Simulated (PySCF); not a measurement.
GaHBr2, SMILES [Br][GaH][Br].

Geometry optimised at ωB97X-D3(BJ)/def2-SVP. The structure was generated by enumeration; whether it is a known compound was not checked.

Level of theory: TDDFT-PBE/def2-SVPD (PySCF).

Vertical excitations. Gas-phase values at a fixed geometry. State labels are in the subgroup C2v.

```
state  symmetry  energy (eV)  λ (nm)      f                          main pairs
-----  --------  -----------  ------  -----  ----------------------------------
S1           A2         4.63     268  0.000                     HOMO→LUMO 100 %
S2           B1         4.81     258  0.000                   HOMO−1→LUMO 100 %
S3           B2         5.10     243  0.006  HOMO−2→LUMO 59 %, HOMO→LUMO+1 40 %
S4           B2         5.41     229  0.100  HOMO→LUMO+1 58 %, HOMO−2→LUMO 36 %
S5           A2         5.43     229  0.000                 HOMO−2→LUMO+1 100 %
S6           A1         5.48     226  0.026                  HOMO−1→LUMO+1 92 %
S7           A1         5.74     216  0.033                    HOMO−3→LUMO 89 %
S8           B1         5.95     208  0.024                  HOMO−3→LUMO+1 99 %
S9           A2         6.46     192  0.000                    HOMO−5→LUMO 99 %
S10          B1         6.51     191  0.005                    HOMO−4→LUMO 99 %
T1           A2         4.53     274      0                     HOMO→LUMO 100 %
T2           B1         4.65     266      0                   HOMO−1→LUMO 100 %
T3           B2         4.67     265      0                    HOMO−2→LUMO 99 %
T4           B2         4.91     252      0                    HOMO→LUMO+1 99 %
```
Triplets are in the Tamm–Dancoff approximation, which puts them higher than full response would, so one can lie above its singlet here.
